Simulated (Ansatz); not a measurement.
Species: C7H13, net charge 0, doublet state. It need not be the lowest isomer of its formula. 
Structure (B3LYP-D3(BJ)/def2-TZVP (Ansatz, a first-principles code) minimum search):
```
C
H 1 1.0944
H 1 1.0952 2 106.20
C 1 1.5264 2 109.69 3 -118.18
H 4 1.0949 1 109.17 2 -64.27
H 4 1.0949 5 106.10 1 117.53
C 4 1.5259 5 109.57 6 118.26
H 7 1.0916 4 111.49 5 -58.00
H 7 1.0926 8 107.75 4 -122.11
H 7 1.0927 8 107.75 9 -115.77
C 1 1.5367 2 109.02 3 117.52
H 11 1.0940 1 109.41 2 63.25
H 11 1.0981 12 106.45 1 -116.49
C 11 1.4895 12 109.81 13 -118.68
C 14 1.3817 11 124.66 12 -5.03
C 15 1.3792 14 125.44 11 -179.12
H 16 1.0805 15 121.44 14 -179.94
H 16 1.0829 17 117.47 15 -180.00
H 14 1.0872 15 118.29 16 -0.45
H 15 1.0879 16 117.57 17 -0.03
```
Charge 0, spin multiplicity 2.

Computed values are from Ansatz. Cores are frozen in the correlated levels unless marked. UHF or UKS for open shells. Spin-orbit coupling is left out. Non-relativistic. CBS marks a two-point X^-3 extrapolation of the correlation energy; Hartree-Fock from the larger set. [CCSD(T)-MP2]/basis is that difference in the basis named.

The UHF reference is spin-contaminated (<S^2> 0.20 over the pure value in the largest basis). 

Problem. What is the total energy at RI-MP2/CBS(cc-pVTZ,cc-pVQZ)+[CCSD(T)-MP2]/cc-pVTZ?

Solution. -274.1366 Eh.

Problem. What is the dipole moment at CCSD(T)/aug-cc-pVDZ?

Solution. 0.57 D.

Problem. What is the atomisation energy De at RI-MP2/CBS(cc-pVTZ,cc-pVQZ)+[CCSD(T)-MP2]/cc-pVTZ?

Solution. 8133.3 kJ/mol.

Problem. What is the T1 diagnostic at CCSD/cc-pVTZ?

Solution. 0.019.
